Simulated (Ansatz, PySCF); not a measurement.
System: CHO, charge 1, multiplicity 1. SMILES: [C][OH+]
Geometry from a B3LYP-D3(BJ)/def2-TZVP (Ansatz, an electronic-structure program) optimisation:
```
O
C 1 1.1538
H 1 0.9970 2 180.00
```
Charge +1, spin multiplicity 1.

Unscaled harmonic wavenumbers (cm⁻¹) in rising order, each level at the stationary point that it reaches from this structure (no distance between atoms moves by over 0.3 Å); the order of modes can differ between levels, and a negative number is imaginary. B3LYP-D3(BJ)/def2-TZVP (PySCF, at the structure above): 183, 183, 1964, 3402.

HF/3-21G (Ansatz): 540, 540, 2013, 3495. Zero-point energy 9.4 against 8.2 kcal/mol; where all levels lie over 400 cm⁻¹, the wavenumbers are on average 1.026 times those of B3LYP-D3(BJ)/def2-TZVP.

HF/6-31G* (Ansatz): 132, 132, 2158, 3678. Zero-point energy 8.7 against 8.2 kcal/mol; where all levels lie over 400 cm⁻¹, the wavenumbers are on average 1.090 times those of B3LYP-D3(BJ)/def2-TZVP.

B3LYP/6-31G* (Ansatz): 248, 248, 1970, 3410. Zero-point energy 8.4 against 8.2 kcal/mol; where all levels lie over 400 cm⁻¹, the wavenumbers are on average 1.003 times those of B3LYP-D3(BJ)/def2-TZVP.
